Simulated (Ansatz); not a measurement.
Basis-set series for C2H8BrGaGeOZn (`[CH3][GeH2][Ga]([CH2]O)[Zn][Br]`). The species carries charge 0 and has multiplicity 1. All single points use the PBE0-D4/def2-TZVP geometry. It is one conformer, not always the lowest.

```tsv
functional	basis	functions	energy (Eh)	HOMO (eV)	LUMO (eV)
PBE0-D4	def2-TZVPP	413	-8510.57321	-6.88	-2.40
PBE0-D4	def2-QZVPP	778	-8510.76594	-6.88	-2.42
ωB97M-V	def2-TZVPP	413	-8511.26373	-8.80	-0.73
ωB97M-V	def2-QZVPP	778	-8511.45101	-8.81	-0.81
```

Q: Give the rows for def2-SVP. (Best estimate.)

A: The calculation gave: 
```csv
functional,basis,functions,energy (Eh),HOMO (eV),LUMO (eV)
PBE0-D4,def2-SVP,209,-8509.31206,-6.75,-2.28
ωB97M-V,def2-SVP,209,-8509.99922,-8.65,-0.56
```

Scalar relativity is left out up to krypton.

Program: Ansatz 0.2.0.
